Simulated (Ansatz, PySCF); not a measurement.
CH4MgSSe, SMILES C[S][Mg][SeH]. Atoms are numbered in the order given.

```xyz
8

Mg    -0.0314     0.7171     0.0763
S      1.8018    -0.1794    -0.9977
C      1.1313    -1.7175    -1.7786
H      0.7554    -2.4295    -1.0302
H      1.9661    -2.1914    -2.3133
H      0.3381    -1.4980    -2.5072
Se    -1.9459     1.7210     1.1931
H     -1.6245     0.9585     2.4192
```
Charge 0, spin multiplicity 1.

Coordinates come from a B3LYP-D3(BJ)/def2-SVP optimisation. The structure was generated by enumeration; whether it is a known compound was not checked. The values are those of a single conformer.

Two levels are set side by side: PBE-D3(BJ)/def2-SVP (Ansatz, a quantum-chemistry and plane-wave program) and B3LYP-D3(BJ)/def2-SVP (Ansatz). Each level has its own optimised geometry; the coordinates shown are those of the second. Frequencies come from the Hessian of PySCF at each geometry. Differences are taken from unrounded values.

```json
[
 {"quantity": "mean bond length (Å)", "B3LYP-D3(BJ)": "1.624"},
 {"quantity": "bond Mg1–S2 (Å)", "B3LYP-D3(BJ)": "2.306"},
 {"quantity": "bond Mg1–Se7 (Å)", "B3LYP-D3(BJ)": "2.433"},
 {"quantity": "bond S2–C3 (Å)", "B3LYP-D3(BJ)": "1.851"},
 {"quantity": "bond C3–H4 (Å)", "B3LYP-D3(BJ)": "1.099"},
 {"quantity": "bond C3–H5 (Å)", "B3LYP-D3(BJ)": "1.099"},
 {"quantity": "bond C3–H6 (Å)", "B3LYP-D3(BJ)": "1.099"},
 {"quantity": "bond Se7–H8 (Å)", "B3LYP-D3(BJ)": "1.479"},
 {"quantity": "highest harmonic wavenumber (cm⁻¹)", "B3LYP-D3(BJ)": "3142"},
 {"quantity": "mean harmonic wavenumber (cm⁻¹)", "B3LYP-D3(BJ)": "1126"},
 {"quantity": "zero-point energy (kcal/mol)", "B3LYP-D3(BJ)": "28.99"}
]
```

Question: What does PBE-D3(BJ) give, and how far is it from B3LYP-D3(BJ)? (Estimate from the structure and the level; the computed values follow.)

Answer: 
```json
[
 {"quantity": "mean bond length (Å)", "PBE-D3(BJ)": "1.631", "PBE-D3(BJ) minus B3LYP-D3(BJ)": "0.008"},
 {"quantity": "bond Mg1–S2 (Å)", "PBE-D3(BJ)": "2.318", "PBE-D3(BJ) minus B3LYP-D3(BJ)": "0.012"},
 {"quantity": "bond Mg1–Se7 (Å)", "PBE-D3(BJ)": "2.443", "PBE-D3(BJ) minus B3LYP-D3(BJ)": "0.010"},
 {"quantity": "bond S2–C3 (Å)", "PBE-D3(BJ)": "1.850", "PBE-D3(BJ) minus B3LYP-D3(BJ)": "-0.001"},
 {"quantity": "bond C3–H4 (Å)", "PBE-D3(BJ)": "1.107", "PBE-D3(BJ) minus B3LYP-D3(BJ)": "0.008"},
 {"quantity": "bond C3–H5 (Å)", "PBE-D3(BJ)": "1.107", "PBE-D3(BJ) minus B3LYP-D3(BJ)": "0.008"},
 {"quantity": "bond C3–H6 (Å)", "PBE-D3(BJ)": "1.107", "PBE-D3(BJ) minus B3LYP-D3(BJ)": "0.008"},
 {"quantity": "bond Se7–H8 (Å)", "PBE-D3(BJ)": "1.488", "PBE-D3(BJ) minus B3LYP-D3(BJ)": "0.009"},
 {"quantity": "highest harmonic wavenumber (cm⁻¹)", "PBE-D3(BJ)": "3083", "PBE-D3(BJ) minus B3LYP-D3(BJ)": "-59"},
 {"quantity": "mean harmonic wavenumber (cm⁻¹)", "PBE-D3(BJ)": "1099", "PBE-D3(BJ) minus B3LYP-D3(BJ)": "-27"},
 {"quantity": "zero-point energy (kcal/mol)", "PBE-D3(BJ)": "28.28", "PBE-D3(BJ) minus B3LYP-D3(BJ)": "-0.70"}
]
```

Exact exchange shortens and stiffens bonds; PBE has none. Differences between two approximate levels are no errors against the true value.
